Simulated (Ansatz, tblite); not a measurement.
Forces on the cluster Si₄O₈ at its PBE-D4/def2-SVP geometry. Total charge 0; singlet.

The xTB rows come from tblite. Another isomer (singlet) lies 2.18 eV lower at PBE0-D4/def2-TZVP; other spin states weren't run for this one.

GFN1-xTB (tblite), largest force 1.92 eV/Å:

```xyz
12
positions Å, forces eV/Å
Si    1.563    1.163    0.980    0.698    0.249    0.516
Si   -1.501    0.875    1.329   -0.679    0.500    0.332
Si    0.928   -0.121   -1.977    0.196    0.127   -0.877
Si   -0.991   -1.915   -0.332   -0.218   -0.880    0.023
O     0.046    1.404    1.602   -0.011   -0.325   -0.388
O     1.325    0.576   -0.539    0.541    0.185   -0.201
O    -2.803    1.588    1.717    1.632   -0.898   -0.467
O    -1.340   -0.554    0.526   -0.515   -0.223    0.225
O    -1.426   -3.353   -0.021    0.531    1.802   -0.404
O    -0.037   -1.412   -1.590   -0.002    0.339    0.369
O     2.901    1.411    1.689   -1.677   -0.288   -0.890
O     1.334    0.338   -3.384   -0.496   -0.589    1.761
```

GFN2-xTB (tblite), largest force 2.68 eV/Å:

```
Si 1.012 0.264 0.484
Si -0.989 0.471 0.365
Si 0.391 0.305 -1.043
Si -0.405 -1.063 0.196
O -0.024 -0.697 -0.816
O -0.010 -0.038 0.018
O 2.271 -1.208 -0.735
O 0.033 0.007 0.005
O 0.814 2.499 -0.506
O 0.006 0.715 0.791
O -2.334 -0.491 -1.209
O -0.764 -0.764 2.451
```

PBE-D4/def2-TZVP (Ansatz), largest force 0.78 eV/Å:

```
Si -0.128 -0.084 -0.120
Si 0.122 -0.115 -0.103
Si -0.046 0.006 0.190
Si 0.053 0.182 0.030
O -0.004 -0.170 -0.204
O 0.074 0.020 -0.023
O 0.662 -0.360 -0.185
O -0.065 -0.029 0.033
O 0.215 0.727 -0.168
O -0.002 0.177 0.193
O -0.680 -0.112 -0.355
O -0.201 -0.242 0.712
```
